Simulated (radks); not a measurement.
Ionisation of the calcium ion Ca6+, [Ne] 3s2 3p2, to [Ne] 3s2 3p1 as the strength of local exchange is varied. Method: non-relativistic Kohn-Sham, Slater X-alpha exchange (alpha = 2/3 is LDA exchange), no correlation, spin-polarised, spherical densities, point nucleus; open shells are filled with parallel spins first; computed with a radial shooting solver on a logarithmic mesh with Libxc functionals.

alpha	E(Ca6+) (hartree)	exchange (hartree)	IE (eV)	-e of the level emptied (eV)	<r> of it (bohr)
0.667	-662.42666	-29.91500	125.91	116.04 (3p)	1.083
0.669	-662.51636	-30.00765	125.97	116.10 (3p)	1.083
0.923	-673.98048	-41.91727	133.80	124.03 (3p)	1.054
0.963	-675.79881	-43.81871	135.06	125.30 (3p)	1.049
1.01	-677.93985	-46.06190	136.54	126.80 (3p)	1.044

NIST Atomic Spectra Database: 127.2 eV (semi-empirical). The Delta-SCF value meets it near alpha = 0.71. Open shells are spherical and high-spin; term and fine-structure splittings are not resolved.
